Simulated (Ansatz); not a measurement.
Cost and result for the atomization energy of `ClB1C[SiH2]1` (8 atoms, 8 bonds).

The species carries charge 0 and has multiplicity 1. The geometry is a stationary point of PBE0-D4/def2-TZVP. Program: Ansatz. All runs use 2 threads of an Arm Neoverse V2 on a shared host. Times are those of one run each, without the atoms' runs, and a repeat can differ threefold. Electronic energies, without spin–orbit coupling; frozen cores. CCSD(T)/CBS adds CCSD(T) − MP2 in def2-TZVPP to the MP2 limit, and its time is that of the two runs behind it. T1 = 0.013.

CCSD(T)/CBS is a level of theory with its own doubt, some kJ/mol a heavy atom from the limit and from the frozen cores, so smaller differences don't rank the functionals.

```
                          level  functions  atomization (kJ/mol)  difference from CCSD(T)/CBS  per bond
              CCSD(T)/CBS(def2)          –                2717.0                          0.0       0.0
             ωB97X-V/def2-TZVPP        202                2742.6                         25.6       3.2
             PBE0-D4/def2-TZVPP        202                2756.3                         39.3       4.9
                 MP2/def2-QZVPP        374                2738.9                         21.9       2.7
             CCSD(T)/def2-TZVPP        202                2648.5                        -68.5      -8.6
             BLYP-D4/def2-TZVPP        202                2709.2                         -7.8      -1.0
              B97M-V/def2-TZVPP        202                2775.2                         58.2       7.3
         LDA (SPW92)/def2-TZVPP        202                3123.0                        406.0      50.7
               CCSD(T)/def2-SVP         84                2579.5                       -137.5     -17.2
            PBE-QIDH/def2-TZVPP        202                2734.0                         17.0       2.1
              B2PLYP/def2-TZVPP        202                2695.6                        -21.4      -2.7
PBE-D4/def2-TZVPP (with forces)        202                2791.4                         74.4       9.3
           revPBE-D4/def2-TZVPP        202                2727.1                         10.1       1.3
```

(1) Order the runs by time, with rough figures. (An estimate is asked.)

Answers

(1) The calculation gave: LDA (SPW92)/def2-TZVPP 1.2 s; CCSD(T)/def2-SVP 1.9 s; revPBE-D4/def2-TZVPP 2 s; BLYP-D4/def2-TZVPP 2.1 s; PBE-D4/def2-TZVPP (with forces) 2.4 s; PBE0-D4/def2-TZVPP 2.9 s; B2PLYP/def2-TZVPP 4.9 s; PBE-QIDH/def2-TZVPP 5.5 s; ωB97X-V/def2-TZVPP 8 s; B97M-V/def2-TZVPP 8.5 s; MP2/def2-QZVPP 16 s; CCSD(T)/def2-TZVPP 48 s; CCSD(T)/CBS(def2) 63 s.

In def2-TZVPP, CCSD(T) changes the Hartree–Fock value by +611.6 kJ/mol (the triples alone add +45.4 kJ/mol) and MP2 by +661.7 kJ/mol; breaking electron pairs costs correlation energy, which Hartree–Fock lacks. The D4 term adds +27.7 kJ/mol with B3LYP and +14.3 kJ/mol with PBE0; it sums over pairs of atoms, weighted by their polarisabilities, and B3LYP, whose exchange is more repulsive, gets the larger term. Leaving LDA and LC-ωPBE aside and taking each functional with its dispersion term where it has one, the values, not all of them listed here, spread over 127.8 kJ/mol, from BHLYP-D4 to PBE-D4. LDA lies +348.6 kJ/mol from PBE without D4, its usual overbinding.

B3LYP here is the variant with VWN-RPA as its local correlation; programs differ in this.
